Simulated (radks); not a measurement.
All-electron atom: Cd44+ in [He] 2s2. All-electron calculation, scalar-relativistic Kohn-Sham, PBEsol, spin-polarised, spherical densities, finite nucleus; Fermi nuclear charge, rms radius 4.6087 fm. Program: a radial shooting solver on a logarithmic mesh with Libxc functionals.

Normalised radial functions P(r) = r R(r), r in bohr:

r             1s       2s
0.001676  1.2114   0.4321
0.002236  1.5445   0.5500
0.002982  1.9517   0.6930
0.003946  2.4224   0.8566
0.005263  2.9785   1.0461
0.007019  3.5861   1.2452
0.009287  4.1821   1.4247
0.01239   4.7228   1.5532
0.01652   5.0773   1.5604
0.02186   5.1170   1.3707
0.02916   4.7356   0.8883
0.03889   3.9064   0.0683
0.05145   2.7986  -0.9929
0.06862   1.6265  -2.1226
0.09153   0.7227  -2.8940
0.1211    0.2332  -2.9391
0.1615    0.0456  -2.2248
0.2154    0.0047  -1.1868
0.285     0.0002  -0.4229
0.3802    0.0000  -0.0835

1s: eigenvalue -30645 eV, 0 radial nodes, <r> = 0.0303 bohr, 90 % of the charge inside 0.0543 bohr. 2s: eigenvalue -7341.7 eV, 1 radial node at r = 0.0397 bohr, <r> = 0.124 bohr, 90 % of the charge inside 0.190 bohr.
